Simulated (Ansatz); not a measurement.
```yaml
crystal:
  periodic: [false, false, false]
  atoms:
    - {symbol: Au, position_ang: [-0.108963, 1.054441, -1.483820]}
    - {symbol: Au, position_ang: [-0.760071, -1.487129, 1.230340]}
    - {symbol: Se, position_ang: [0.622798, -0.038166, 0.236589]}
basis:
  gaussian: {orbitals: def2-mTZVP}
hamiltonian: {xc: {name: revPBE}}
output: {forces: true}
```

```sh
$ ansatz run in.yaml --threads 4 --pin off --events-out ev --progress --plain --max-ram 3916MiB
```

Shortened log:

```
Functional definition: revPBE
1022 factors; their error is unknown
mean field evaluation 1: about -72734.7426 eV, gradient 2.5e1 eV
mean field evaluation 2: about -72725.8324 eV, gradient 5.7e1 eV
mean field evaluation 4: about -72736.3783 eV, gradient 4.7e0 eV
mean field evaluation 8: about -72736.4315 eV, gradient 1.4e-1 eV
mean field evaluation 16: about -72736.3977 eV, gradient 1.3e-4 eV
mean field evaluation 32: about -72735.7648 eV, gradient 1.2e1 eV
mean field -72736.39772037 eV, -2673.0133137226 hartree, gradient 3.7e-5 eV, S^2 0.000000; 3 other end points of the search recorded, 0 dependent functions left out
reference -72736.39776750 eV, -2673.0133154544 hartree; 36, 36 occupied and 72, 72 virtual orbitals, 1022 factors
Total energy: -72736.39776750 eV, -2673.0133154544 hartree
Atom 0 at    -0.108963     1.054441    -1.483820 Å, force    -1.827660     2.028375    -3.450606 eV/Å
Atom 1 at    -0.760071    -1.487129     1.230340 Å, force    -1.863564    -1.581934     0.891346 eV/Å
Atom 2 at     0.622798    -0.038166     0.236589 Å, force     3.691224    -0.446442     2.559260 eV/Å
Dipole moment:    -0.247820    -0.026789    -0.103248 e Å
```

It took 6 s on 4 threads of Intel Xeon on a shared host.

In the def2 sets Au takes a core potential; there is no spin–orbit coupling.
